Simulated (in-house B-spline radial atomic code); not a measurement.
The numbers below are computed, except where a source is named.
# the zinc ion Zn⁺ at several levels of theory

Ground configuration [Ar] 3d10 4s1. All numbers come from an all-electron radial atomic-structure program (B-spline basis), all electrons, at the radial basis limit. Mean-field, RPA, GW and linear-response runs are scalar-relativistic (one-electron X2C), no spin-orbit coupling, without Breit or QED terms, open shells spin-polarised at highest spin; the many-body runs on Dirac-Hartree-Fock orbitals are four-component, and their energies hold both.

RPA overbinds a lone outer s electron by self-correlation, and G0W0 tends to as well.

**Ionisation energy.** The reference is 17.964 eV (NIST, measured).

```tsv
method	value (eV)	minus reference (eV)
minus the highest LDA VWN5 level	14.78	-3.18
LDA VWN5, difference of total energies	19.03	+1.06
minus the highest PBE level	14.52	-3.45
PBE, difference of total energies	18.73	+0.76
G0W0 on PBE	18.72	+0.76
exact exchange + RPA on PBE	18.58	+0.61
exact exchange + RPA + SOSEX on PBE	17.79	-0.17
minus the highest r2SCAN level	14.87	-3.10
r2SCAN, difference of total energies	18.54	+0.57
minus the highest PBE0 level	15.27	-2.70
PBE0, difference of total energies	18.33	+0.37
G0W0 on PBE0	18.57	+0.60
minus the highest B3LYP (VWN-RPA) level	15.27	-2.70
B3LYP (VWN-RPA), difference of total energies	18.71	+0.74
minus the highest CAM-B3LYP level	16.71	-1.25
minus the highest LC-wPBE level	17.90	-0.06
minus the highest Hartree-Fock level	16.97	-0.99
Hartree-Fock, difference of total energies	16.86	-1.11
G0W0 on Hartree-Fock	18.09	+0.13
MP2, difference of total energies	18.07	+0.10
Brueckner orbital with screened correlation (4s1/2)	17.79	-0.17
```

(1) Which methods come closest, and which lies farthest off?

Run times on one thread of shared hosts: mean field, RPA, SOSEX and G0W0 on PBE, for the atom and its ion, 5.3 s (Arm Neoverse V2); Brueckner orbitals with all properties, 110 s (Intel Xeon Platinum 8259CL CPU @ 2.50GHz).

Answers

(1) Closest: minus the highest LC-wPBE level (-0.06 eV) and MP2, difference of total energies (+0.10 eV). Farthest: minus the highest PBE level (-3.45 eV). The PBE level misses by -3.4 eV while the PBE energy difference misses by +0.76 eV: the semilocal potential lacks the −1/r tail and the energy is convex in the electron number, but total energies at whole numbers are far better.
